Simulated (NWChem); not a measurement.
Species: GeH$_{2}$Cl$_{2}$; SMILES [Cl][GeH2][Cl]

```xyz
5

Ge     0.0000     0.0000    -0.6179
Cl    -1.7615     0.0000     0.6467
Cl     1.7615     0.0000     0.6467
H      0.0000     1.3069    -1.4406
H      0.0000    -1.3069    -1.4406
```
Atoms are numbered in this order, from 1.

Results from NWChem. Pople sets run with spherical d functions. STO-3G and 3-21G are far too small for this property and stand as cheap habits. Geometry: optimised at PBE-D3(BJ)/def2-SVP. Field at 589 nm.

```
level              isotropic polarisability (bohr³)  anisotropy (bohr³)
-----------------  --------------------------------  ------------------
B3LYP/STO-3G                                   21.1                17.7
B3LYP/6-31G*                                   46.0                19.8
B3LYP/def2-SVP                                 45.2                15.9
B3LYP/def2-SVPD                                62.0                18.5
B3LYP/aug-cc-pVDZ                                 ?                   ?
```

**Question.** What belongs in the gaps?

**Answer.** 
- B3LYP/aug-cc-pVDZ, isotropic polarisability (bohr³): 61.4
- B3LYP/aug-cc-pVDZ, anisotropy (bohr³): 19.0
